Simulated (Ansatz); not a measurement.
Start from `Br[SiH]1CO1` and change one element to get `I[SiH]1CO1`.

Ansatz, PBE0-D4/def2-TZVP geometries, multiplicity 1. 

Elements past krypton have def2 core potentials. Scalar relativity is left out up to krypton.

```
                                          property  `Br[SiH]1CO1`
               HOMO–LUMO gap (PBE/def2-TZVPP) / eV           5.24
             HOMO energy (ωB97M-V/def2-TZVPP) / eV         -10.05
size of the dipole moment (ωB97M-V/def2-TZVPP) / D           1.74
                LUMO energy (PBE0/def2-TZVPP) / eV          -0.47
              HOMO–LUMO gap (PBE0/def2-TZVPP) / eV           7.36
               HOMO energy (B3LYP/def2-TZVPP) / eV          -7.61
```

(1) What does the change do to each property? (An estimate is asked.)

## Answers

(1) Computed: 
| property | `I[SiH]1CO1` | shift |
| --- | --- | --- |
| HOMO–LUMO gap (PBE/def2-TZVPP) / eV | 4.76 | -0.48 |
| HOMO energy (ωB97M-V/def2-TZVPP) / eV | -9.75 | 0.30 |
| size of the dipole moment (ωB97M-V/def2-TZVPP) / D | 1.68 | -0.06 |
| LUMO energy (PBE0/def2-TZVPP) / eV | -0.79 | -0.32 |
| HOMO–LUMO gap (PBE0/def2-TZVPP) / eV | 6.81 | -0.55 |
| HOMO energy (B3LYP/def2-TZVPP) / eV | -7.38 | 0.23 |

With PBE0 the HOMO rises by 0.23 eV and the LUMO falls by 0.32 eV, so the gap narrows by about 0.55 eV. PBE moves the HOMO by 0.15 eV and ωB97M-V by 0.30 eV. Dipoles are sizes alone; their direction can turn.

B3LYP here is the variant with VWN-RPA as its local correlation; programs differ in this.

Spin–orbit coupling is left out; it splits and shifts lone-pair levels of the heavy atoms by tenths of an eV.
